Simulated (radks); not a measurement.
Results of a calculation; reference values are marked as such.
Neutral zinc, configuration [Ne] 3s2 3p4 3d10 4s2 4f2 (not the ground configuration). Code: a radial shooting solver on a logarithmic mesh with Libxc functionals. Model: Dirac Kohn-Sham, PBE, spin-unpolarised, spherical densities, finite nucleus; open shells fill j = l - 1/2 first; Fermi nuclear charge, rms radius 3.9283 fm.

Unscreened Slater integrals over Kohn-Sham orbitals (eV). Large and small components are both included. Empty in this configuration: 4p1/2.

\begin{tabular}{lr}
integral & value \\ \hline
F0(4f5/2,4f5/2) & 2.3109 \\
F2(4f5/2,4f5/2) & 1.2571 \\
F4(4f5/2,4f5/2) & 0.83104 \\
F0(4f5/2,4s1/2) & 2.9325 \\
G3(4f5/2,4s1/2) & 0.032488 \\
F0(4f5/2,3d5/2) & 2.9355 \\
F2(4f5/2,3d5/2) & 0.046012 \\
F4(4f5/2,3d5/2) & 0.0042581 \\
G1(4f5/2,3d5/2) & 0.0021566 \\
G3(4f5/2,3d5/2) & 0.0012004 \\
G5(4f5/2,3d5/2) & 0.00081352 \\
F0(4f5/2,3d3/2) & 2.9355 \\
F2(4f5/2,3d3/2) & 0.045516 \\
G1(4f5/2,3d3/2) & 0.0021042 \\
G3(4f5/2,3d3/2) & 0.0011711 \\
F0(4f5/2,4p1/2) & 2.9289 \\
G2(4f5/2,4p1/2) & 0.082000 \\
F0(4s1/2,4s1/2) & 12.056 \\
F0(4s1/2,3d5/2) & 15.246 \\
G2(4s1/2,3d5/2) & 1.5729 \\
F0(4s1/2,3d3/2) & 15.255 \\
G2(4s1/2,3d3/2) & 1.5560 \\
F0(4s1/2,4p1/2) & 10.985 \\
G1(4s1/2,4p1/2) & 7.2981 \\
F0(3d5/2,3d5/2) & 31.934 \\
F2(3d5/2,3d5/2) & 14.963 \\
F4(3d5/2,3d5/2) & 9.3472 \\
F0(3d5/2,3d3/2) & 32.020 \\
F2(3d5/2,3d3/2) & 15.002 \\
G2(3d5/2,3d3/2) & 14.983 \\
G4(3d5/2,3d3/2) & 9.3601 \\
F0(3d5/2,4p1/2) & 13.144 \\
G3(3d5/2,4p1/2) & 0.95037 \\
F0(3d3/2,3d3/2) & 32.108 \\
F2(3d3/2,3d3/2) & 15.042 \\
F0(3d3/2,4p1/2) & 13.151 \\
G1(3d3/2,4p1/2) & 1.0763 \\
F0(4p1/2,4p1/2) & 10.179 \\
\end{tabular}
